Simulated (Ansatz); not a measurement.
Mulliken charges of `[F][Al]([SH])[Br]` from B3LYP/def2-TZVPP in Ansatz (PBE0-D4/def2-TZVP geometry).

| atom | x (Å) | y (Å) | z (Å) | charge (e) |
| --- | --- | --- | --- | --- |
| F1 | -1.043 | -1.677 | 0.954 | -0.330 |
| Al2 | -0.409 | -0.413 | 0.127 | 0.633 |
| S3 | 1.580 | 0.242 | 0.640 | -0.224 |
| Br4 | -1.626 | 0.561 | -1.473 | -0.203 |
| H5 | 1.547 | 1.213 | -0.290 | 0.124 |

Q: By hand: the dipole of these point charges (1 e Å = 4.8032 D).

A: Σ q r = (0.253, 0.274, -0.115) e Å, of length 0.390 e Å = 1.87 D.

Q: How does the dipole of the full density compare? (Estimate.)

A: Ansatz gave: (0.149, 0.222, -0.124) e Å, 1.42 D; the point charges give 1.32 times that, at 11° from its direction.

Point charges leave out the atoms' own dipoles, such as those of lone pairs, and Mulliken's split depends on the basis, so the two needn't agree.

B3LYP here is the variant with VWN-RPA as its local correlation; programs differ in this.
